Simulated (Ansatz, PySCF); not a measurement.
The molecule NaLi, closed-shell singlet (the spin of the measured ground state).

Seven points along R, fitted to fifth degree in 1/R; most abundant isotopes. Runs in def2 and cc sets follow the lowest solution found near the PBE0 minimum. The singlet is held restricted. HF and MP2 rows in def2 and cc sets belong to the determinant that coupled cluster picked by its CCSD energy.

The values were computed with Ansatz (Gaussian basis) for Hartree–Fock, density functionals and correlated methods; PySCF for 3-21G rows, 6-31G* rows. Each number belongs to the level named beside it.

| level | r_e (Å) | ω_e (cm⁻¹) | α_e (cm⁻¹) | ω_e x_e (cm⁻¹) | D_e (eV) | dipole (D) |
|---|---|---|---|---|---|---|
| HF/3-21G | 3.036 | 247 | 0.0017 | 1.1 | - | 0.68 |
| HF/6-31G* | 2.999 | 252 | 0.0022 | 1.2 | - | 0.62 |
| HF/def2-TZVPP | 3.007 | 247 | 0.0022 | 1.1 | - | - |
| HF/def2-QZVPP | 3.000 | 248 | 0.0023 | 1.1 | - | - |
| SVWN5/def2-TZVPP | 2.875 | 252 | 0.0030 | 1.4 | 0.94 | 0.17 |
| PBE/def2-TZVPP | 2.927 | 246 | 0.0030 | 1.4 | 0.80 | 0.20 |
| BP86/6-31G* | 2.924 | 244 | 0.0031 | 1.6 | - | 0.03 |
| r2SCAN/def2-TZVPP | 2.962 | 247 | 0.0027 | 1.3 | 0.68 | 0.41 |
| B97M-V/def2-TZVPP | 2.859 | 268 | 0.0037 | 2.2 | 0.85 | 0.00 |
| B3LYP/6-31G* | 2.882 | 254 | 0.0030 | 1.5 | - | 0.03 |
| B3LYP/def2-TZVPP | 2.894 | 252 | 0.0030 | 1.4 | 0.80 | 0.01 |
| PBE0/def2-TZVPP | 2.928 | 252 | 0.0027 | 1.3 | 0.75 | 0.40 |
| BHLYP/def2-TZVPP | 2.891 | 259 | 0.0027 | 1.3 | 0.76 | 0.17 |
| CAM-B3LYP/def2-TZVPP | 2.860 | 266 | 0.0026 | 1.2 | 0.79 | 0.08 |
| wB97X-V/def2-TZVPP | 2.903 | 267 | 0.0022 | 1.1 | 0.78 | 0.56 |
| wB97M-V/def2-TZVPP | 2.801 | 282 | 0.0027 | 1.4 | 0.90 | 0.05 |
| B2PLYP/def2-TZVPP | 2.904 | 253 | 0.0027 | 1.3 | 0.78 | - |
| MP2/6-31G* | 2.968 | 255 | 0.0020 | 1.7 | - | 0.61 |
| MP2/def2-TZVPP | 2.935 | 253 | 0.0022 | 1.1 | - | - |
| MP2/def2-QZVPP | 2.904 | 257 | 0.0023 | 0.86 | - | - |
| SCS-MP2/def2-TZVPP | 2.942 | 252 | 0.0023 | 1.1 | - | - |
| SCS-MP2/def2-QZVPP | 2.910 | 256 | 0.0023 | 0.89 | - | - |
| CCSD/def2-TZVPP | 2.926 | 251 | 0.0026 | 1.4 | 0.81 | - |
| CCSD/def2-QZVPP | 2.893 | 254 | 0.0026 | 1.1 | 0.88 | - |
| CCSD(T)/def2-TZVPP | 2.925 | 250 | 0.0026 | 1.4 | 0.84 | - |
| CCSD(T)/def2-QZVPP | 2.889 | 253 | 0.0027 | 1.1 | 0.91 | - |

D_e counts from each atom's lowest state at the same level, without counterpoise or zero-point energy.

Correlated levels freeze the inner cores; with def2 sets outer-core shells near the valence are correlated too. Rows in 3-21G, 6-31G* carry no dispersion term and start afresh at each structure (6-31G* with six Cartesian d functions). MP2/6-31G* freezes PySCF's default core, which is smaller on s-block atoms.

Doubts at one or more of the structures used: a restricted determinant that unrestricted orbitals would lower (HF/def2-TZVPP, HF/def2-QZVPP, MP2/def2-TZVPP, MP2/def2-QZVPP, SCS-MP2/def2-TZVPP, SCS-MP2/def2-QZVPP, CCSD/def2-TZVPP, CCSD/def2-QZVPP, CCSD(T)/def2-TZVPP, CCSD(T)/def2-QZVPP).

Measured for the ground state: r_e 2.889 Å [NIST CCCBDB]. ω_e 256.54 cm-1, ω_e x_e 1.6227 cm-1, B_e 0.37586 cm-1, α_e 0.0031465 cm-1 [Irikura, J. Phys. Chem. Ref. Data 36, 389 (2007)]. dipole 0.47 D [compilation of Liu, Meijer and Pérez-Ríos].

Ansatz is an electronic-structure program.
